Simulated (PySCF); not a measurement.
From a raw peak list to a structure

Formula C11H10. The spectrum was simulated from the full spin Hamiltonian at 300 MHz with 1.0 Hz Lorentzian lines, from shifts rounded to 0.01 ppm and J to 0.1 Hz, couplings under 1 Hz left out.

Maxima in Hz from TMS (height), grouped by integral:
1H: 2428.8 (17), 2427.6 (9), 2420.8 (10), 2419.5 (20)
1H: 2387.3 (14), 2386.0 (9), 2385.0 (8), 2379.5 (9), 2378.6 (11), 2377.2 (17)
1H: 2350.7 (19), 2341.8 (23)
4H: 2320.0 (5), 2318.6 (6), 2312.3 (14), 2310.9 (12), 2309.7 (5), 2305.0 (19), 2304.2 (23), 2303.8 (22), 2301.9 (12), 2296.0 (17), 2288.5 (6), 2274.0 (10), 2266.2 (23), 2257.6 (21), 2253.0 (18), 2252.7 (18), 2245.8 (6), 2244.8 (7)
3H: 822.5 (100), 821.5 (100)

Non-relativistic, single conformer, averaged over atoms made equivalent by symmetry, fast rotation or ring inversion, no solvent model. Shielding tensors at PBE0/pcSseg-1 (GIAO); coordinates at the PBE0-D3(BJ)/def2-SVP level; couplings computed with B3LYP/pcJ-1 (without the spin–dipole term); PySCF 2.14.

Referencing at the same level of theory: $^{1}$H (σ = 31.27 ppm) against TMS.

Question: Analyse the multiplets.

Answer: $^{1}$H NMR (300 MHz, computed): δ 8.08 (m, 1H), 7.94 (m, 1H), 7.82 (m, 1H), 7.70 (m, 1H), 7.66 (m, 1H), 7.55 (m, 1H), 7.50 (m, 1H), 2.74 (d, J = 1.2 Hz, 3H). These are first-order names from the parameters used; overlap and second-order distortion can hide them in the list.

Question: What is the compound?

Answer: 1-methylnaphthalene (Cc1cccc2ccccc12).

Atoms are numbered as in `[CH3:1][c:2]1[cH:3][cH:4][cH:5][c:6]2[cH:7][cH:8][cH:9][cH:10][c:11]12`. Hydrogens are named by the atom that carries them.

1. δ 8.08: H(C10), hydrogen on an aromatic CH, coupled to H(C9) (9.5 Hz).
2. δ 7.94: H(C7), hydrogen on an aromatic CH, coupled to H(C8) (9.2 Hz), H(C9) (1.0 Hz).
3. δ 7.82: H(C5), hydrogen on an aromatic CH, coupled to H(C4) (9.2 Hz).
4. δ 7.70: H(C9), hydrogen on an aromatic CH, coupled to H(C10) (9.5 Hz), H(C8) (7.7 Hz), H(C7) (1.0 Hz).
5. δ 7.66: H(C8), hydrogen on an aromatic CH, coupled to H(C7) (9.2 Hz), H(C9) (7.7 Hz).
6. δ 7.55: H(C4), hydrogen on an aromatic CH, coupled to H(C5) (9.2 Hz), H(C3) (7.8 Hz).
7. δ 7.50: H(C3), hydrogen on an aromatic CH, coupled to H(C4) (7.8 Hz), H(C1) (1.2 Hz).
8. δ 2.74: H(C1), hydrogen on a methyl carbon on an aromatic ring, coupled to H(C3) (1.2 Hz).

This is the structure that produced the data.

Splittings below 1 Hz are ignored in the labels, and close J values are merged. Unscaled 3J(H,H) at this level run about 10 % above measured values.
